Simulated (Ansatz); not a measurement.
Reaction (substitution at a C–C bond): `C[CH2][SbH][SiH3]` + `C1N[SiH2]1` → `CN1C[SiH2]1` + `[CH3][SbH][SiH3]`

Gas-phase electronic energies from Ansatz, PBE0-D4/def2-TZVP geometries. CCSD(T)/CBS is the MP2 limit (def2-TZVPP, def2-QZVPP) plus CCSD(T) − MP2 in def2-TZVPP, frozen cores. Functionals use def2-TZVPP. B3LYP here is the variant with VWN-RPA as its local correlation; programs differ in this. HSE06 is defined as in plane-wave codes. Elements past krypton have def2 core potentials. For Sb outer-core shells are correlated without core-valence functions, which leaves a few kJ/mol of doubt a bond. One conformer a species, not always the lowest.

| level | ΔE (kJ/mol) | difference from CCSD(T)/CBS |
| --- | --- | --- |
| revPBE-D4 | 15.7 | -5.9 |
| BLYP-D4 | 13.7 | -7.9 |
| r2SCAN-D4 | 17.7 | -3.9 |
| B97M-V | 16.9 | -4.7 |
| PBE0-D4 | 17.3 | -4.3 |
| B3LYP-D4 | 14.5 | -7.1 |
| r2SCANh-D4 | 17.9 | -3.7 |
| r2SCAN0-D4 | 18.0 | -3.6 |
| HSE06-D4 | 17.4 | -4.2 |
| BHLYP-D4 | 15.1 | -6.5 |
| CAM-B3LYP-D4 | 14.3 | -7.3 |
| ωB97X-V | 16.5 | -5.1 |
| ωB97M-V | 18.1 | -3.5 |
| B2PLYP | 16.8 | -4.8 |
| PBE-QIDH | 19.1 | -2.5 |
| PBE | 16.5 | -5.1 |
| revPBE | 16.5 | -5.1 |
| BLYP | 13.7 | -7.9 |
| r2SCAN | 17.6 | -4.0 |
| PBE0 | 17.3 | -4.3 |
| B3LYP | 14.4 | -7.2 |
| r2SCANh | 17.8 | -3.8 |
| HSE06 | 17.2 | -4.4 |
| BHLYP | 14.6 | -7.0 |
| CAM-B3LYP | 14.2 | -7.4 |
| LC-ωPBE | 17.4 | -4.2 |
| RPA@PBE/def2-TZVPP | 19.6 | -2.0 |
| MP2/def2-SVP | 13.1 | -8.5 |
| CCSD/def2-SVP | 11.8 | -9.8 |
| CCSD(T)/def2-SVP | 12.1 | -9.5 |
| HF/def2-TZVPP | 13.3 | -8.3 |
| MP2/def2-TZVPP | 21.2 | -0.4 |
| SCS-MP2/def2-TZVPP | 19.5 | -2.1 |
| CCSD/def2-TZVPP | 19.7 | -1.9 |
| CCSD(T)/def2-TZVPP | 20.2 | -1.4 |
| HF/def2-QZVPP | 13.2 | -8.4 |
| SCS-MP2/def2-QZVPP | 20.3 | -1.3 |
| HF/CBS(def2) | 13.2 | -8.4 |
| MP2/CBS(def2) | 22.6 | 1.0 |
| CCSD/CBS(def2) | 21.1 | -0.5 |
| CCSD(T)/CBS | 21.6 | 0 |

Largest T1 diagnostic among the species: 0.013.

In def2-TZVPP, CCSD(T) changes the Hartree–Fock value by +6.9 kJ/mol (the triples alone add +0.5 kJ/mol) and MP2 by +7.9 kJ/mol. Leaving LDA and LC-ωPBE aside and taking each functional with its dispersion term where it has one, the values spread over 5.5 kJ/mol, from BLYP-D4 to PBE-QIDH. At CCSD(T), def2-SVP lies −9.5 kJ/mol from the extrapolated value and def2-TZVPP −1.4 kJ/mol.
